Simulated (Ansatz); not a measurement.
This geometry of BClF2 + ClH (6 atoms, charge 0, multiplicity 1) is a first-order saddle point.

Computed with RKS CAM-B3LYP-D4/def2-SVP in Ansatz 0.2.0.

```xyz
6
Properties=species:S:1:pos:R:3
B -0.076 -0.261 0.003
F -0.087 0.107 1.498
F 1.113 -0.001 -0.501
Cl -1.532 0.296 -0.817
Cl -0.176 -2.196 0.582
H -0.131 -1.034 1.646
```

Problem. Which two structures does it join? (They come from a converged band through this point; their orientation in space is the band's.)

Solution. Bonds broken: B1–F2, Cl5–H6. Bonds formed: B1–Cl5, F2–H6. BClF2 + ClH becomes BCl2F + FH.

Initial state:

```xyz
6
Properties=species:S:1:pos:R:3
B -0.041 0.307 -0.087
F -0.054 0.512 1.213
F 1.105 0.097 -0.679
Cl -1.517 0.417 -1.006
Cl -0.212 -2.603 0.975
H -0.169 -1.819 1.996
```

Final state:

```xyz
6
Properties=species:S:1:pos:R:3
B -0.092 -0.531 -0.392
F -0.088 0.113 1.942
F 1.095 -0.008 -0.545
Cl -1.509 0.336 -0.912
Cl -0.205 -2.218 0.124
H -0.090 -0.782 2.194
```

Problem. How far does it lie above each of them?

Solution. 121.1 kJ/mol above the first and 45.7 kJ/mol above the second. This is the barrier of this one path; another mechanism may lie lower. The orbitals stay closed-shell, which can raise the energy where a bond breaks towards radicals; this wasn't checked here.

Time of the run: 7.8 min on 2 threads of Arm Neoverse N1 (shared host), peak memory 0.19 GiB.
